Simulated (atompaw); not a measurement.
# PBEsol PAW (atompaw) dataset for As, scalar-relativistic all-electron reference.

atompaw 4.2.0.5 input, output lines left out:

```
As 33
GGA-PBESOL scalarrelativistic loggrid 1500 logderivrange -5 5 251
4 4 3 0 0 0
4 1 3
0 0 0
c
c
c
v
c
c
v
v
2
1.75 1.55 1.20 1.40
y
3.6
n
y
0.8
n
y
-2.55
n
custom polynom vanderbiltortho sinc
bessel
1.75
1.75
1.75
1.75
0.70
0.70
```

All-electron outer shells of the reference configuration (PBEsol, scalar-relativistic, ld1.x):

```tsv
shell	level (eV)	outermost node (bohr)	outermost maximum (bohr)
3s	-189.91	0.25	0.52
3p	-133.47	0.22	0.52
3d	-40.64	–	0.47
4s	-14.50	0.73	1.61
4p	-5.20	0.78	1.97
```

(1) Estimate the cutoffs (Ry, on a coarse ladder) from which the occupation-weighted sum of valence levels, in a spherical-Bessel basis at the reference potential, stays within 10 and 1 mRy of its value at 400 Ry.

(2) Does the potential have ghost states?

(3) Is the overlap operator S = 1 + Σ q|β⟩⟨β| positive definite (Bessel basis up to 400 Ry)?

(4) Which valence shell sets the plane-wave cutoff?

Results:

(1) over 300 Ry and over 300 Ry.

(2) No extra level below or beside the all-electron valence levels (s, p, d, f tested).

(3) Yes: its lowest eigenvalue is 0.05 (s channel).

(4) 3d: its level needs over 300 Ry to come within 1 mRy, against 18 Ry for 4s.
